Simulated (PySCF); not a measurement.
CH₄FInO. Atoms are numbered in the order given.

```xyz
8

In    -0.0250     0.0177     0.0000
F      1.7547    -0.8516     0.0000
C     -0.2379     2.1552     0.0000
H      0.2529     2.5547     0.8978
H     -1.3039     2.4157     0.0000
H      0.2529     2.5547    -0.8978
O     -1.4172    -1.4200     0.0000
H     -1.0039    -2.2961     0.0000
```

Geometry: B3LYP-D3(BJ)/def2-SVP. The def2 effective core potentials stand for the cores of In; spin–orbit coupling is left out. The values are those of a single conformer.

All values below come from C-PCM-B3LYP/def2-SVP in PySCF.

The values are the electrostatic part of the solvation free energy, E(continuum) − E(gas) at the gas-phase geometry, in a cavity of scaled van der Waals radii (PySCF's table); cavitation and dispersion terms are not included. A continuum can't describe solvent molecules that bind to the metal. In vacuum the orbital gap is 6.44 eV. The dipole moment in vacuum is 2.48 D.

Question: Estimate the values in water (ε = 78.36), tetrahydrofuran (ε = 7.43), N,N-dimethylformamide (ε = 37.22). (An estimate is asked for; the answer gives what the named calculation found.)

Answer: 
```tsv
solvent	ε	ΔG(elec) (kcal/mol)	dipole (D)	gap (eV)
water	78.36	-11.1	2.98	6.74
tetrahydrofuran	7.43	-9.6	2.91	6.70
N,N-dimethylformamide	37.22	-10.9	2.97	6.74
```
